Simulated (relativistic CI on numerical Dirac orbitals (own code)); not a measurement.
Calculated levels, Au70+

These numbers are calculated, not measured: Dirac-Coulomb-Breit CI, separate exchange-only KLI orbitals for each configuration, model QED (radiative potential, 1s self-energy scaled to tabulated hydrogen-like ionisation energies), unscaled Slater integrals (own radial code, finite nucleus).

Configuration list (outside the closed core 1s2): 2s²2p⁵, 2s2p⁶, 2s²2p⁴3s, 2p⁶3s, 2p⁶3p, 2s²2p⁴3p, 2p⁶3d, 2s²2p⁴3d, 2s2p⁵3s, 2s2p⁵3p, 2s2p⁵3d, 2s²2p⁴4s, 2s²2p⁴4p, 2s²2p⁴4d, 2s²2p⁴4f, 2s²2p³3s², 2s²2p³3s3p, 2s2p⁵4s, 2s²2p⁴5s, 2s²2p³3s3d, 2s²2p⁴5p, 2s2p⁵4p, 2s²2p³3p², 2s²2p⁴5d, 2s²2p⁴5f, 2s²2p⁴5g, 2s2p⁵4d, 2s2p⁵4f, 2s²2p³3p3d, 2s2p⁴3s², 2s²2p³3d², 2s2p⁴3s3p, 2s2p⁴3s3d, 2s2p⁴3p², 2s2p⁵5s, 2s2p⁴3p3d. Levels of other configurations are missing.

The lowest level is 2s²2p⁵ ²P°3/2, with 100 % of that term; Hund's rules for 2s²2p⁵ give ²P° with J = 3/2, in agreement.

```
No.  Configuration  Term    J   E (eV)    %  Lifetime (s)
  1         2s²2p⁵   ²P°  3/2      0.0  100              
  2         2s²2p⁵   ²P°  1/2   1884.0  100      1.67e-11
  3          2s2p⁶    ²S  1/2   2416.3  100      2.43e-14
  4      2p⁴(3P)3s    ⁴P  5/2   9659.6   68      1.85e-14
  5      2p⁴(3P)3s    ²P  3/2   9671.7   56      3.09e-15
  6      2p⁴(1S)3s    ²S  1/2   9731.8   65      6.19e-15
  7      2p⁴(3P)3p   ⁴P°  3/2   9811.7   31      1.12e-12
  8      2p⁴(3P)3p   ²D°  5/2   9813.3   37      3.85e-13
  9      2p⁴(1S)3p   ²P°  1/2   9879.9   73      4.81e-13
 10      2p⁴(3P)3p   ⁴D°  7/2  10342.6   68      2.69e-13
 11      2p⁴(3P)3p   ²D°  5/2  10342.8   51      2.71e-13
 12      2p⁴(1D)3p   ²P°  1/2  10343.7   51      2.77e-13
 13      2p⁴(3P)3p   ²P°  3/2  10397.0   48      1.61e-13
 14      2p⁴(1S)3p   ²P°  3/2  10425.8   70      2.87e-13
 15      2p⁴(3P)3d    ⁴D  3/2  10502.5   32      2.80e-14
 16      2p⁴(3P)3d    ⁴D  5/2  10504.8   34      8.24e-15
 17      2p⁴(3P)3d    ²F  7/2  10504.8   38      4.65e-13
 18      2p⁴(3P)3d    ⁴P  1/2  10508.9   52      2.04e-15
 19      2p⁴(1S)3d    ²D  3/2  10572.8   70      3.95e-14
 20      2p⁴(1D)3d    ²F  7/2  10624.5   50      2.65e-12
 21      2p⁴(3P)3d    ⁴F  9/2  10624.9   68      5.50e-12
 22      2p⁴(3P)3d    ²P  1/2  10640.6   62      9.87e-16
 23      2p⁴(3P)3d    ²D  5/2  10666.9   52      4.61e-16
 24      2p⁴(3P)3d    ²P  3/2  10668.0   48      3.81e-16
 25      2p⁴(1S)3d    ²D  5/2  10707.9   70      7.15e-16
 26      2p⁴(3P)3s    ⁴P  3/2  11554.0   87      3.27e-14
 27      2p⁴(3P)3s    ²P  1/2  11564.7   66      3.45e-15
 28      2p⁴(1D)3s    ²D  5/2  11574.2   68      1.68e-14
 29      2p⁴(1D)3s    ²D  3/2  11581.4   66      4.04e-15
 30      2p⁴(3P)3p   ⁴P°  1/2  11700.1   51      5.23e-12
 31      2p⁴(3P)3p   ⁴D°  3/2  11706.5   54      1.00e-12
 32      2p⁴(1D)3p   ²F°  5/2  11720.3   53      6.41e-13
 33      2p⁴(1D)3p   ²P°  3/2  11768.4   47      4.75e-13
 34        2s2p⁵3s   ⁴P°  5/2  12008.9   99      5.08e-14
 35        2s2p⁵3s   ²P°  3/2  12039.7   72      4.33e-15
 36        2s2p⁵3s   ²P°  1/2  12111.1   86      3.65e-15
 37        2s2p⁵3s   ²P°  3/2  12121.6   79      2.22e-14
 38        2s2p⁵3p    ⁴P  3/2  12167.7   44      3.64e-15
 39        2s2p⁵3p    ²D  5/2  12168.4   44      1.41e-15
 40      2p⁴(3P)3p   ⁴D°  5/2  12237.0   55      2.48e-13
 41      2p⁴(3P)3p   ²P°  1/2  12243.0   37      9.78e-14
 42      2p⁴(3P)3p   ²D°  3/2  12243.4   53      1.89e-13
 43      2p⁴(1D)3p   ²F°  7/2  12253.6   68      2.07e-13
 44        2s2p⁵3p    ²P  1/2  12260.2   41      1.22e-15
 45        2s2p⁵3p    ²D  3/2  12261.9   58      1.98e-15
 46      2p⁴(1D)3p   ²P°  3/2  12262.4   42      1.53e-13
 47      2p⁴(1D)3p   ²D°  5/2  12267.6   68      1.70e-13
 48      2p⁴(1D)3p   ²P°  1/2  12327.7   87      1.79e-13
 49      2p⁴(3P)3d    ⁴D  1/2  12389.1   81      1.52e-14
 50      2p⁴(3P)3d    ⁴F  3/2  12401.5   37      8.12e-15
 51      2p⁴(3P)3d    ⁴F  5/2  12406.9   57      1.96e-15
 52      2p⁴(1D)3d    ²G  7/2  12413.4   61      4.56e-13
 53      2p⁴(3P)3d    ⁴P  1/2  12435.2   34      4.38e-16
 54      2p⁴(1D)3d    ²F  5/2  12437.2   46      5.62e-16
 55      2p⁴(1D)3d    ²D  3/2  12442.7   34      4.39e-16
 56      2p⁴(3P)3d    ⁴D  7/2  12517.0   44      2.39e-12
 57      2p⁴(3P)3d    ²F  5/2  12532.2   45      2.27e-12
 58      2p⁴(3P)3d    ²P  3/2  12532.8   46      8.25e-15
 59      2p⁴(1D)3d    ²G  9/2  12537.5   68      4.66e-12
 60      2p⁴(1D)3d    ²D  5/2  12547.8   63      1.67e-12
 61      2p⁴(1D)3d    ²F  7/2  12554.7   74      3.44e-12
 62      2p⁴(3P)3d    ²D  3/2  12579.4   64      2.67e-16
 63      2p⁴(1D)3d    ²P  1/2  12585.7   64      2.51e-16
 64        2s2p⁵3p    ⁴D  7/2  12695.1   99      4.60e-14
 65        2s2p⁵3p    ²P  3/2  12703.7   57      2.26e-15
 66        2s2p⁵3p    ⁴P  5/2  12710.7   57      3.38e-15
 67        2s2p⁵3p    ²P  1/2  12734.5   46      1.61e-15
 68        2s2p⁵3p    ²D  5/2  12794.0   69      2.61e-15
 69        2s2p⁵3p    ²P  3/2  12801.8   53      4.10e-15
 70        2s2p⁵3p    ²S  1/2  12834.6   55      1.34e-14
```

Energies count from the lowest computed level; ° marks odd parity; lifetimes are radiative, by E1, M1, E2, M2 decay to levels of this space only. Percentages are summed over parent terms; the parents shown are those of the largest component, closed shells are left out there.

The mean weight of the leading LS term, summed over parents, in these 70 levels is 60 %, and that of the leading jj configuration (from the same eigenvectors) 99 %, so jj coupling describes them better and the LS labels are nominal.

At this charge energies of transitions that change n are usually good to better than 1 %, and those within a shell (Δn = 0) to a few per cent.

LS names give the leading component of a level, which can be under half, so a name can repeat, a term be missing and a line seem to break the LS rules.
